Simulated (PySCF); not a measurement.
**C₆ coefficients of unlike pairs at B3LYP**

Calculated with PySCF 2.14 from the dipole response of each species, C₆(A,B) = (3/π) ∫ α_A(iu) α_B(iu) du, in atomic units, from isotropic polarisabilities. For ions this is the dispersion term alone; charge-induced terms of lower order in 1/R come first.

```tsv
species	configuration	basis	relativity	α (bohr³)	C₆ (like pair)
I⁻	[Xe] (1S)	aug-cc-pVQZ-PP with one added diffuse shell each of s, p, d, f, g type with ECP28MDF (8s8p6d4f3g)	core potential	77.27	1073
C⁺	[He] 2s2 2p1 (2P)	def2-TZVPPD (6s3p3d1f)	none	6.048	14.39
N³⁺	[He] 2s2 (1S)	aug-cc-pVQZ (6s5p4d3f2g)	none	2.149	2.124
Zr	[Kr] 4d2 5s2 (3F)	def2-QZVPPD with the def2 core potential (28 electrons) (7s5p4d3f2g)	core potential	115.7	1578
```

Q: Estimate C₆ for N³⁺ with I⁻.

A: The integral gives 44.61. The combination rule 2 C_A C_B / (C_A α_B/α_A + C_B α_A/α_B) gives 42.92 and the geometric mean 47.75.

No spin-orbit coupling is included.

The other pairs:

```json
{"pair": "Zr, N³⁺", "C₆": "49.11"}
{"pair": "Zr, C⁺", "C₆": "132.1"}
{"pair": "C⁺, I⁻", "C₆": "118.6"}
{"pair": "Zr, I⁻", "C₆": "1273"}
{"pair": "N³⁺, C⁺", "C₆": "5.515"}
```
